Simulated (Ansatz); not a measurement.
C4H12BN, SMILES `BNC(C)(C)C` at its PBE0-D4/def2-TZVP geometry, where that method's forces vanish. Total charge 0; spin multiplicity 1.

```json
{"atom": "B1", "x (Å)": "0.001", "y (Å)": "0.201", "z (Å)": "2.321"}
{"atom": "N2", "x (Å)": "-0.609", "y (Å)": "0.081", "z (Å)": "1.085"}
{"atom": "C3", "x (Å)": "-0.055", "y (Å)": "-0.024", "z (Å)": "-0.266"}
{"atom": "C4", "x (Å)": "1.463", "y (Å)": "0.002", "z (Å)": "-0.232"}
{"atom": "C5", "x (Å)": "-0.574", "y (Å)": "1.151", "z (Å)": "-1.092"}
{"atom": "C6", "x (Å)": "-0.535", "y (Å)": "-1.337", "z (Å)": "-0.882"}
{"atom": "H7", "x (Å)": "1.190", "y (Å)": "0.237", "z (Å)": "2.426"}
{"atom": "H8", "x (Å)": "-0.710", "y (Å)": "0.270", "z (Å)": "3.283"}
{"atom": "H9", "x (Å)": "-1.619", "y (Å)": "0.057", "z (Å)": "1.067"}
{"atom": "H10", "x (Å)": "1.862", "y (Å)": "-0.829", "z (Å)": "0.353"}
{"atom": "H11", "x (Å)": "1.847", "y (Å)": "-0.080", "z (Å)": "-1.251"}
{"atom": "H12", "x (Å)": "1.836", "y (Å)": "0.931", "z (Å)": "0.202"}
{"atom": "H13", "x (Å)": "-0.237", "y (Å)": "2.098", "z (Å)": "-0.663"}
{"atom": "H14", "x (Å)": "-0.217", "y (Å)": "1.089", "z (Å)": "-2.123"}
{"atom": "H15", "x (Å)": "-1.667", "y (Å)": "1.157", "z (Å)": "-1.116"}
{"atom": "H16", "x (Å)": "-1.628", "y (Å)": "-1.380", "z (Å)": "-0.902"}
{"atom": "H17", "x (Å)": "-0.172", "y (Å)": "-2.187", "z (Å)": "-0.302"}
{"atom": "H18", "x (Å)": "-0.177", "y (Å)": "-1.438", "z (Å)": "-1.909"}
```

Q: For each bond, give half the difference of the two atoms' forces along it (eV/Å; positive pushes the atoms apart) under PBE-D4, r2SCAN-D4, B3LYP-D4, ωB97M-V in def2-TZVPP. (An estimate is asked.)

A: The calculation gave: 
| bond | length (Å) | PBE-D4 | r2SCAN-D4 | B3LYP-D4 | ωB97M-V |
| --- | --- | --- | --- | --- | --- |
| B1–N2 | 1.384 | 0.09 | 0.06 | 0.05 | 0.11 |
| B1–H7 | 1.195 | -0.01 | -0.08 | -0.12 | -0.12 |
| B1–H8 | 1.198 | -0.01 | -0.07 | -0.12 | -0.13 |
| N2–C3 | 1.463 | 0.09 | 0.16 | 0.16 | 0.13 |
| N2–H9 | 1.011 | 0.22 | -0.02 | -0.07 | -0.09 |
| C3–C4 | 1.518 | -0.01 | 0.04 | 0.11 | 0.08 |
| C3–C5 | 1.528 | 0.02 | 0.06 | 0.11 | 0.06 |
| C4–H11 | 1.092 | 0.09 | -0.04 | -0.08 | -0.06 |
| C4–H12 | 1.091 | 0.10 | -0.03 | -0.08 | -0.07 |
| C5–H13 | 1.092 | 0.09 | -0.04 | -0.08 | -0.06 |
| C5–H14 | 1.092 | 0.10 | -0.04 | -0.07 | -0.07 |
| C6–H16 | 1.094 | 0.09 | -0.04 | -0.07 | -0.06 |
| C6–H17 | 1.092 | 0.09 | -0.04 | -0.08 | -0.06 |
| C6–H18 | 1.092 | 0.10 | -0.04 | -0.07 | -0.07 |

B3LYP here is the variant with VWN-RPA as its local correlation; programs differ in this.

Results of the Gaussian-basis code of Ansatz.
